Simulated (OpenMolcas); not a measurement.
## Levels of Lu II by method

| Quantity | Value |
| --- | --- |
| Program | OpenMolcas |
| Basis | ANO-RCC-VTZP [8s7p5d3f2g1h] |
| Scalar Hamiltonian | DKH2, point nucleus |
| Active space | 2 electrons in 6 orbitals (5d 6s) |
| State averaging | 2S+1 = 1 even, 20 roots; 2S+1 = 3 even, 15 roots kept (CI in the orbitals of an earlier block) |
| Spin-orbit coupling | RASSI with atomic mean-field integrals over the reference wave functions, term energies averaged over their components |

Methods on the same reference wave functions:
A. CASSCF
B. SS-CASPT2, IPEA 0.25 Eh, imaginary shift 0.1 Eh (closed shells correlated: 5s 5p)
C. MS-CASPT2, IPEA 0.25 Eh, imaginary shift 0.1 Eh (closed shells correlated: 5s 5p)
D. XMS-CASPT2, IPEA 0.25 Eh, imaginary shift 0.1 Eh (closed shells correlated: 5s 5p)

Energies in cm⁻¹ above 6s² ¹S₀, the measured ground level; measured values from NIST Handbook of Basic Atomic Spectroscopic Data.

```tsv
Level	A	B	C	D	Measured
6s² ¹S₀	0.0	0.0	0.0	0.0	0.0
5d 6s ³D₁	9341	11970	11970	13980	11796
5d 6s ³D₂	10096	12670	12630	14610	12435
5d 6s ³D₃	11728	14360	14360	16360	14199
5d 6s ¹D₂	16247	17450	17170	18900	17333
5d² ³F₂	26535	29820	29790	32310	29407
5d² ³F₃	28092	31490	31490	33980	30889
5d² ³F₄	29886	33260	33260	35750	32504
5d² ³P₀	34659	37040	37040	39070	35652
5d² ³P₁	35130	37510	37510	39540	36557
5d² ¹G₄	37892	40020	40020	42490
```

Deviations, from unrounded energies. A percentage is the sum of absolute deviations over the sum of measured energies, with the sign that they share, or ± where signs differ.

| Against measurement | Levels | A | B | C | D |
| --- | --- | --- | --- | --- | --- |
| mean absolute deviation (cm-1) | 9 | 2100 | 530 | 530 | 2600 |
| other configurations (%) | 9 | -8.6 | +2.2 | ±2.2 | +10.7 |

B, C lie about equally close to measurement and D furthest from it. The largest miss of C in the table is 5d² ³P₀, by +1400 cm-1. The ranking rests on the paired levels alone, and a cruder setting can come out closer through cancelling errors.

Among B to D the level of the table that moves most is 5d² ³F₂, by 2500 cm-1 (lowest in C, highest in D). Moves below CASPT2's spread within the term are not significant.

The two smallest mean deviations differ by little beside CASPT2's spread within terms, so their order carries little weight.

The lowest spin-free term lies below A's lowest term by 0.210 hartree in B, 0.210 hartree in C, 0.223 hartree in D.

CASPT2 does not keep the components of a term degenerate, so their means are used; among the terms shown or strongly mixed into the levels shown the widest spread is 420 cm-1 (5d² ¹G, D). Terms from blocks run as CI alone lack orbitals of their own. A single d shell beside an s shell can misplace configurations of different d count against each other. Without dynamic correlation excited terms often stand tens of per cent too high (terms of higher spin than the ground term too low), and those without a measured partner can miss by more than the paired ones (holds for A). Computed and measured levels are paired by configuration, term and J; levels that our copy of the source lacks, or whose pairing is in doubt (as where it misses far off the trend of its configuration), stay unpaired and out of the deviations. Only configurations of the active space appear. Levels that lie high or do not pair safely by name in every column are left out.
